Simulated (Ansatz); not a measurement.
Gas-phase electronic energies from Ansatz, PBE0-D4/def2-TZVP geometries. CBS: MP2 limit from def2 TZ/QZ plus the TZ coupled-cluster correction, frozen cores. DFT in def2-TZVPP. B3LYP here is the variant with VWN-RPA as its local correlation; programs differ in this. One conformer a species, not always the lowest.

Reaction (ligand exchange at the Si–C bond): `C=C=C(O)[SiH2]S` + `OCS` → `SCO[SiH2]S` + `C=C=CO`

`C=C=C(O)[SiH2]S`:

```xyz
12

C     1.657   -1.411   -1.005
C     0.608   -0.976   -0.367
C    -0.417   -0.488    0.283
O    -1.588   -1.154    0.529
Si   -0.311    1.256    0.950
S    -1.792    2.547    0.113
H     1.763   -1.282   -2.079
H     2.466   -1.922   -0.489
H    -1.540   -2.032    0.135
H     1.063    1.731    0.664
H    -0.600    1.273    2.405
H    -1.309    2.458   -1.138
```

`OCS`:

Cartesian coordinates in Å:
```
O -0.771 -0.951 -0.216
C -0.196 0.311 0.013
S 1.423 0.413 -0.751
H -1.618 -0.981 0.240
H -0.771 1.119 -0.456
H -0.105 0.527 1.082
H 2.038 -0.437 0.087
```

`SCO[SiH2]S`:

```xyz
11

S     0.423    1.917    1.380
C    -0.916    1.024    0.558
O    -0.594    0.545   -0.720
Si   -0.109   -0.990   -1.040
S     1.614   -1.605    0.061
H     1.132    0.828    1.721
H    -1.720    1.755    0.454
H    -1.262    0.221    1.215
H    -1.136   -1.975   -0.616
H     0.134   -1.008   -2.496
H     2.435   -0.712   -0.518
```

`C=C=CO`:

```xyz
8

C     1.151   -0.910    0.502
C     0.128   -0.136    0.282
C    -0.900    0.640    0.073
O    -1.317    1.127   -1.129
H     1.061   -1.994    0.486
H     2.137   -0.505    0.716
H    -1.535    0.974    0.886
H    -0.724    0.804   -1.815
```

| level | ΔE (kJ/mol) | difference from CCSD(T)/CBS |
| --- | --- | --- |
| r2SCAN-D4 | -99.3 | 0.3 |
| PBE0-D4 | -93.6 | 6.0 |
| ωB97X-V | -100.4 | -0.8 |
| ωB97M-V | -100.4 | -0.8 |
| PBE | -89.5 | 10.1 |
| r2SCAN | -99.0 | 0.6 |
| PBE0 | -92.2 | 7.4 |
| B3LYP | -100.1 | -0.5 |
| MP2/def2-TZVPP | -99.4 | 0.2 |
| SCS-MP2/def2-TZVPP | -101.4 | -1.8 |
| CCSD/def2-TZVPP | -101.3 | -1.7 |
| HF/def2-QZVPP | -109.4 | -9.8 |
| SCS-MP2/def2-QZVPP | -101.3 | -1.7 |
| HF/CBS(def2) | -109.5 | -9.9 |
| MP2/CBS(def2) | -99.0 | 0.6 |
| CCSD/CBS(def2) | -100.9 | -1.3 |
| CCSD(T)/CBS | -99.6 | 0 |

Largest T1 diagnostic among the species: 0.013.

In def2-TZVPP, CCSD(T) changes the Hartree–Fock value by +8.9 kJ/mol (the triples alone add +1.3 kJ/mol) and MP2 by +9.5 kJ/mol.
